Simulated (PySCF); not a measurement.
NMR data simulated for an unnamed compound:

1H NMR (400 MHz, computed): δ 3.28 (q, J = 7.7 Hz, 2H), 1.20 (t, J = 7.7 Hz, 3H), 1.16 (s, 9H).

13C{1H} NMR (computed): δ 70.7 (C), 57.1 (CH2), 28.4 (CH3), 18.1 (CH3).

No solvent, one conformer, non-relativistic Hamiltonian, one averaged value for each set of equivalent atoms. Spin–spin couplings from B3LYP/pcJ-1 (without the spin–dipole term); σ from GIAO-PBE0/pcSseg-1; coordinates at the PBE0-D3(BJ)/def2-SVP level; PySCF.

References, each an isolated molecule treated in the same way: TMS for 1H and 13C.

Task: Which of these does the molecule contain: a tert-butyl group, a Si–H bond, a CF3 group, a CH3CH2 unit, a benzene ring?

Result: 
- A tert-butyl group: yes (δC 28.4, 70.7; δH 1.16 (s)).
- A Si–H bond: no.
- A CF3 group: no.
- A CH3CH2 unit: yes (δC 18.1, 57.1; δH 1.20 (t), 3.28 (q)).
- A benzene ring: no.

The data belong to `CCOC(C)(C)C`, C6H14O; they needn't prove each group on their own.

Carbon signals by region: 2 at 50–100 ppm, 2 below 50 ppm.

Multiplet labels drop couplings under 1 Hz and merge nearly equal ones. Unscaled 3J(H,H) at this level run about 10 % above measured values. Shifts are as computed. Against solution values, carbons near 30 ppm lie about +2 ppm off and those near 130 ppm about +5 ppm. Of 1211 compounds with measured shifts, 218 miss one by over three times the rms of a fit or turn the order of signals round; such compounds aren't used in these exercises.
